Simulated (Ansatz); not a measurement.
C$_{6}$H$_{18}$BP, SMILES `C[B-](C)(C)[P+](C)(C)C` at its PBE0-D4/def2-TZVP geometry, where that method's forces vanish. The species carries charge 0 and has multiplicity 1.

```xyz
26

C     0.7332   -0.0094   -2.0833
B     0.4854   -0.7525   -0.6578
C     1.8727   -1.1680    0.0827
C    -0.5614   -1.9923   -0.7701
P    -0.3715    0.5760    0.5035
C    -1.9526    1.1989   -0.1266
C    -0.7546   -0.0329    2.1671
C     0.6232    2.0650    0.7838
H    -0.1851    0.3171   -2.5865
H     1.4039    0.8568   -2.0290
H     1.2141   -0.7223   -2.7639
H     2.3837   -1.9141   -0.5376
H     1.7361   -1.6343    1.0660
H     2.5820   -0.3407    0.2070
H    -0.1176   -2.7599   -1.4155
H    -1.5227   -1.7302   -1.2288
H    -0.7771   -2.4874    0.1846
H    -2.6408    0.3617   -0.2522
H    -2.3956    1.9331    0.5489
H    -1.7910    1.6574   -1.1033
H     0.1685   -0.3595    2.6484
H    -1.2290    0.7364    2.7794
H    -1.4208   -0.8932    2.0872
H     0.1103    2.7770    1.4330
H     1.5723    1.7789    1.2395
H     0.8345    2.5384   -0.1762
```

What forces (eV/Å) does ωB97M-V/def2-TZVPP give on these atoms in Ansatz 0.2.0? (Estimate.)

The calculation gave: 
```
C1   0.021  0.021 -0.078
B2   0.040 -0.063 -0.055
C3   0.074 -0.033  0.023
C4  -0.040 -0.072 -0.017
P5  -0.035  0.054  0.047
C6  -0.060  0.024 -0.024
C7  -0.015 -0.023  0.063
C8   0.038  0.057  0.011
H9   0.037 -0.013  0.028
H10 -0.032 -0.036  0.004
H11 -0.029  0.043  0.040
H12 -0.030  0.044  0.037
H13  0.001  0.024 -0.042
H14 -0.036 -0.032 -0.005
H15 -0.027  0.045  0.038
H16  0.043 -0.005  0.023
H17  0.010  0.028 -0.038
H18  0.038  0.051  0.006
H19  0.032 -0.050 -0.043
H20 -0.012 -0.026  0.057
H21 -0.055  0.018 -0.026
H22  0.032 -0.050 -0.044
H23  0.039  0.050  0.008
H24  0.032 -0.050 -0.043
H25 -0.055  0.019 -0.027
H26 -0.011 -0.026  0.057
```
